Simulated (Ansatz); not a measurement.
Relaxation of AlFH5NSi (9 atoms, charge 0, multiplicity 1), to a largest force component of 0.015 eV/Å in at most 40 steps.

Theory: RKS BHLYP-D4/def2-SVP (Ansatz).

```xyz
9
Properties=species:S:1:pos:R:3:forces:R:3
N -0.865 1.347 0.072 0.03 0.14 -0.29
Si 0.199 0.179 0.794 -0.53 0.91 0.25
Al 0.500 -1.514 -0.909 0.39 -0.45 0.05
F -0.202 -1.483 -2.406 -0.27 0.33 -0.11
H -0.656 1.676 -0.857 -0.06 0.02 -0.02
H -1.201 2.117 0.629 -0.04 -0.03 0.04
H 1.438 0.803 1.350 0.22 -0.29 -0.13
H -0.551 -0.235 2.004 0.11 -0.41 0.07
H 1.426 -2.760 -0.791 0.15 -0.21 0.15
```

Q: Where does it end, and by what steps?

A: The forces met the threshold. The force dipped under the threshold on the way, but the program's further checks kept it going. After 13 steps the energy has fallen by 0.140 eV; F4 moved furthest, 0.53 Å.

```csv
step,energy less start (eV),largest force component (eV/Å),accepted
0,0.0000,0.910,yes
1,-0.0969,0.436,yes
2,-0.1199,0.206,yes
3,-0.1237,0.148,yes
4,-0.1293,0.348,yes
5,-0.1256,0.335,no
6,-0.1353,0.122,yes
7,-0.1370,0.097,yes
8,-0.1371,0.224,yes
9,-0.1352,0.166,no
10,-0.1371,0.109,no
11,-0.1392,0.024,yes
12,-0.1396,0.014,yes
13,-0.1397,0.010,yes
```

```xyz
9
Properties=species:S:1:pos:R:3
N -0.932 1.335 0.091
Si 0.210 0.238 0.788
Al 0.552 -1.534 -0.861
F 0.175 -1.113 -2.426
H -0.876 1.553 -0.890
H -1.287 2.119 0.615
H 1.522 0.834 1.186
H -0.358 -0.302 2.051
H 1.081 -3.002 -0.668
```

The run took 65 s on 1 thread of Arm Neoverse V1 (shared host), peak memory 0.17 GiB.
